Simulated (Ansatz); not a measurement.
Cost and result for the atomization energy of CH4AlClSi (8 atoms, 9 bonds).

Z-matrix (Å, degrees):
```
C
Al 1 1.967
Si 1 1.906 2 74.2
Cl 1 1.870 2 76.8 3 109.2
H 1 1.084 2 148.2 3 -148.0
H 2 1.574 1 139.5 3 166.6
H 3 1.491 1 119.2 2 125.2
H 3 1.490 1 106.4 2 -109.6
```

Total charge 0; spin multiplicity 1. The bonds changed during the relaxation, so this is another structure than the one it started from. The structure was optimised at the PBE0-D4/def2-TZVP level. Program: Ansatz. All runs use 2 threads of an Arm Neoverse V2 on a shared host. Times are those of one run each, without the atoms' runs, and a repeat can differ threefold. Electronic energies, without spin–orbit coupling; frozen cores. CCSD(T)/CBS adds CCSD(T) − MP2 in def2-TZVPP to the MP2 limit, and its time is that of the two runs behind it. T1 = 0.014. HSE06 is the plane-wave form, built on full-range PBE exchange.

CCSD(T)/CBS is a level of theory with its own doubt, some kJ/mol a heavy atom from the limit and from the frozen cores, so smaller differences don't rank the functionals.

| level | functions | wall time |
| --- | --- | --- |
| CCSD(T)/def2-SVP | 88 | 2.3 s |
| revPBE-D4/def2-TZVPP | 213 | 2.4 s |
| PBE-D4/def2-TZVPP (with forces) | 213 | 3 s |
| HSE06-D4/def2-TZVPP | 213 | 4 s |
| CAM-B3LYP-D4/def2-TZVPP | 213 | 4 s |
| r2SCAN-D4/def2-TZVPP (with forces) | 213 | 6.5 s |
| r2SCANh-D4/def2-TZVPP | 213 | 6.5 s |
| ωB97X-V/def2-TZVPP | 213 | 9.5 s |
| B97M-V/def2-TZVPP | 213 | 11 s |
| ωB97M-V/def2-TZVPP (with forces) | 213 | 15 s |
| MP2/def2-QZVPP | 387 | 20 s |
| CCSD(T)/def2-TZVPP | 213 | 60 s |
| CCSD(T)/CBS(def2) | – | 79 s |

Question: What atomization energy does each give, and how far from CCSD(T)/CBS? (Best estimate.)

Answer: Computed: 
| level | atomization (kcal/mol) | difference from CCSD(T)/CBS | per bond |
| --- | --- | --- | --- |
| CCSD(T)/def2-SVP | 512.9 | -42.6 | -4.7 |
| revPBE-D4/def2-TZVPP | 550.3 | -5.2 | -0.6 |
| PBE-D4/def2-TZVPP (with forces) | 562.7 | 7.2 | 0.8 |
| HSE06-D4/def2-TZVPP | 556.2 | 0.7 | 0.1 |
| CAM-B3LYP-D4/def2-TZVPP | 550.3 | -5.2 | -0.6 |
| r2SCAN-D4/def2-TZVPP (with forces) | 560.6 | 5.1 | 0.6 |
| r2SCANh-D4/def2-TZVPP | 557.2 | 1.7 | 0.2 |
| ωB97X-V/def2-TZVPP | 559.1 | 3.6 | 0.4 |
| B97M-V/def2-TZVPP | 565.1 | 9.6 | 1.1 |
| ωB97M-V/def2-TZVPP (with forces) | 557.1 | 1.6 | 0.2 |
| MP2/def2-QZVPP | 555.5 | 0.0 | 0.0 |
| CCSD(T)/def2-TZVPP | 537.8 | -17.7 | -2.0 |
| CCSD(T)/CBS(def2) | 555.5 | 0.0 | 0.0 |

The D4 term adds +8.1 kcal/mol with B3LYP and +4.2 kcal/mol with PBE0; it sums over pairs of atoms, weighted by their polarisabilities, and B3LYP, whose exchange is more repulsive, gets the larger term. In def2-TZVPP, CCSD(T) changes the Hartree–Fock value by +143.6 kcal/mol (the triples alone add +10.8 kcal/mol) and MP2 by +150.8 kcal/mol; breaking electron pairs costs correlation energy, which Hartree–Fock lacks. From PBE to PBE0 (25 % exact exchange), in def2-TZVPP and without D4, the atomization energy moves by −6.2 kcal/mol: exact exchange takes away binding that semilocal exchange gives to molecules.

B3LYP here is the variant with VWN-RPA as its local correlation; programs differ in this.
